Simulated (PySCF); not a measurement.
CH$_{6}$BClGeO, singlet, geometry from GFN2-xTB. Base run: DF-CAMB3LYP/pcseg-0 in PySCF.

Input for PySCF:
```python
from pyscf import gto, scf, dft

mol = gto.M(
    atom='''
B    -0.164065   -0.652135    0.071409
Cl    0.084245   -1.524405    1.541196
Ge    0.392578    1.305455    0.044409
H     1.414451    1.666129   -0.992337
H    -0.709827    2.279659   -0.246167
H     0.980388    1.785560    1.323500
O    -0.702727   -1.356287   -0.911420
C    -0.999302   -0.869324   -2.195939
H    -0.438545   -1.455046   -2.926566
H    -2.067848   -0.998708   -2.376813
H    -0.735337    0.189650   -2.293093
''',
    basis='pcseg-0',
    charge=0,
    spin=0,
    verbose=4,
    max_memory=1800,
)

mf = dft.RKS(mol)
mf.xc = 'camb3lyp'
mf = mf.density_fit(auxbasis='def2-universal-jkfit')
mf.kernel()
```

The job was repeated with other settings on one machine. Differences are taken from the largest basis of the pcseg family in the series, which isn't the basis-set limit (pcseg-2: -9.526 eV). The cheapest run took roughly 16 core-seconds.

| setting | basis functions | cost, times the cheapest (rough) | difference in HOMO energy (eV) |
|---|---|---|---|
| pcseg-0 | 74 | 1 | -0.067 |
| pcseg-1 | 117 | 1 | -0.042 |
| pcseg-2 | 251 | 4 | reference |

Times come from a shared machine, hold the start-up and are rough.
